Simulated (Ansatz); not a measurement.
One change: `[F][Sn-]1[O]C=CC=[O+]1` becomes `O[B-]1(O)OC=CC=[O+]1`.

Ansatz, PBE0-D4/def2-TZVP geometries, multiplicity 1. Each molecule was computed in one conformer, which needn't be the lowest.

Elements past krypton have def2 core potentials.

```
                                          property  `[F][Sn-]1[O]C=CC=[O+]1`
           HOMO–LUMO gap (ωB97M-V/def2-TZVPP) / eV                      9.63
size of the dipole moment (ωB97M-V/def2-TZVPP) / D                      3.05
               HOMO–LUMO gap (PBE/def2-TZVPP) / eV                      3.42
               LUMO energy (B3LYP/def2-TZVPP) / eV                     -2.31
    size of the dipole moment (PBE/def2-TZVPP) / D                      2.85
                 LUMO energy (PBE/def2-TZVPP) / eV                     -3.00
```

(1) Give the same properties after the change, and the shifts. (Best estimate.)

Answers

(1) The calculation gave: 
```csv
property,`O[B-]1(O)OC=CC=[O+]1`,shift
HOMO–LUMO gap (ωB97M-V/def2-TZVPP) / eV,9.73,0.10
size of the dipole moment (ωB97M-V/def2-TZVPP) / D,2.90,-0.15
HOMO–LUMO gap (PBE/def2-TZVPP) / eV,3.17,-0.25
LUMO energy (B3LYP/def2-TZVPP) / eV,-2.48,-0.17
size of the dipole moment (PBE/def2-TZVPP) / D,2.55,-0.30
LUMO energy (PBE/def2-TZVPP) / eV,-3.14,-0.14
```

Dipoles are sizes alone; their direction can turn.

B3LYP here is the variant with VWN-RPA as its local correlation; programs differ in this.

Positive LUMOs are unbound, so they and the gaps depend on the basis.
